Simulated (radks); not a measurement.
The numbers below are computed, except where a source is named.
Pm+, 60 electrons, occupied as [Xe] 4f5 6s1 (the NIST ground configuration).

Level of theory: Dirac Kohn-Sham, PBE, spin-unpolarised, spherical densities, finite nucleus; open shells are shared between the two j in proportion to 2j + 1; Fermi nuclear charge, rms radius 4.962 fm (a radial shooting solver on a logarithmic mesh with Libxc functionals).

Energy parts (eV):
| part | energy |
|---|---|
| total | -272829.96 |
| kinetic | 294984.01 |
| electron-nucleus | -667157.86 |
| Hartree | 105589.69 |
| exchange-correlation | -6245.80 |

Orbitals (lengths in bohr, moments of r in powers of bohr; r(max) is where P^2 peaks):
1s1/2: occ. 2; eigenvalue (eV) -44980.55; <1/r> 67.42; r(max) 0.01479; <r^4> 1.418e-06; <r> 0.02318; small-component weight 5.13e-02
2s1/2: occ. 2; eigenvalue (eV) -7315.084; <1/r> 15.99; r(max) 0.08396; <r^4> 0.0002288; <r> 0.09846; small-component weight 1.12e-02
2p1/2: occ. 2; eigenvalue (eV) -6927.856; <1/r> 15.97; r(max) 0.06370; <r^4> 0.0001427; <r> 0.08245; small-component weight 1.13e-02
2p3/2: occ. 4; eigenvalue (eV) -6367.630; <1/r> 14.30; r(max) 0.06924; <r^4> 0.0001825; <r> 0.08896; small-component weight 1.05e-02
3s1/2: occ. 2; eigenvalue (eV) -1599.830; <1/r> 5.804; r(max) 0.2388; <r^4> 0.009086; <r> 0.2601; small-component weight 3.50e-03
3p1/2: occ. 2; eigenvalue (eV) -1433.750; <1/r> 5.718; r(max) 0.2258; <r^4> 0.008353; <r> 0.2498; small-component weight 3.45e-03
3p3/2: occ. 4; eigenvalue (eV) -1321.095; <1/r> 5.297; r(max) 0.2376; <r^4> 0.01005; <r> 0.2624; small-component weight 3.24e-03
3d3/2: occ. 4; eigenvalue (eV) -1032.387; <1/r> 5.169; r(max) 0.1898; <r^4> 0.007464; <r> 0.2339; small-component weight 3.12e-03
3d5/2: occ. 6; eigenvalue (eV) -1007.974; <1/r> 5.063; r(max) 0.1932; <r^4> 0.007905; <r> 0.2378; small-component weight 3.06e-03
4s1/2: occ. 2; eigenvalue (eV) -322.8788; <1/r> 2.414; r(max) 0.5524; <r^4> 0.2294; <r> 0.5929; small-component weight 1.10e-03
4p1/2: occ. 2; eigenvalue (eV) -259.6830; <1/r> 2.308; r(max) 0.5590; <r^4> 0.2654; <r> 0.6081; small-component weight 1.02e-03
4p3/2: occ. 4; eigenvalue (eV) -235.1039; <1/r> 2.167; r(max) 0.5843; <r^4> 0.3186; <r> 0.6367; small-component weight 9.53e-04
4d3/2: occ. 4; eigenvalue (eV) -131.1658; <1/r> 1.947; r(max) 0.5980; <r^4> 0.4785; <r> 0.6825; small-component weight 7.97e-04
4d5/2: occ. 6; eigenvalue (eV) -126.7977; <1/r> 1.912; r(max) 0.6063; <r^4> 0.5079; <r> 0.6927; small-component weight 7.77e-04
5s1/2: occ. 2; eigenvalue (eV) -47.8661; <1/r> 0.9222; r(max) 1.291; <r^4> 8.116; <r> 1.441; small-component weight 2.30e-04
5p1/2: occ. 2; eigenvalue (eV) -31.0085; <1/r> 0.8085; r(max) 1.415; <r^4> 14.05; <r> 1.626; small-component weight 1.80e-04
5p3/2: occ. 4; eigenvalue (eV) -27.7336; <1/r> 0.7585; r(max) 1.489; <r^4> 17.63; <r> 1.719; small-component weight 1.62e-04
4f5/2: occ. 2.14286; eigenvalue (eV) -8.4121; <1/r> 1.314; r(max) 0.6342; <r^4> 7.852; <r> 1.042; small-component weight 4.05e-04
6s1/2: occ. 1; eigenvalue (eV) -8.3076; <1/r> 0.3174; r(max) 3.489; <r^4> 465.6; <r> 3.965; small-component weight 3.15e-05
4f7/2: occ. 2.85714; eigenvalue (eV) -7.9408; <1/r> 1.297; r(max) 0.6393; <r^4> 8.786; <r> 1.061; small-component weight 3.97e-04
5d3/2: occ. 0; eigenvalue (eV) -7.3950; <1/r> 0.4640; r(max) 2.103; <r^4> 169.7; <r> 2.812; small-component weight 6.12e-05
5d5/2: occ. 0; eigenvalue (eV) -7.1748; <1/r> 0.4528; r(max) 2.149; <r^4> 185.7; <r> 2.877; small-component weight 5.84e-05
6p1/2: occ. 0; eigenvalue (eV) -5.4871; <1/r> 0.2548; r(max) 4.284; <r^4> 1089; <r> 4.894; small-component weight 2.05e-05
6p3/2: occ. 0; eigenvalue (eV) -5.1846; <1/r> 0.2435; r(max) 4.492; <r^4> 1284; <r> 5.113; small-component weight 1.91e-05

The highest occupied level is 4f7/2 at -7.941 eV. The electron density at the nucleus is 4.927e+05 e/bohr^3. For comparison, the ionisation energy in NIST's Atomic Spectra Database is 10.94 eV (semi-empirical). In exact Kohn-Sham theory the highest level is minus the ionisation energy, but local and semilocal functionals leave it too shallow, through self-interaction and a potential that decays too fast; potentials with the right tail come closer. Summed over all electrons, <r^2> = 59.81 bohr^2, which gives a Langevin (diamagnetic) susceptibility term of -47.4 x 10^-6 cm^3/mol.

Beside tabulated values, note that spin-unpolarised runs miss the spin-polarisation part of the exchange energy of open shells.
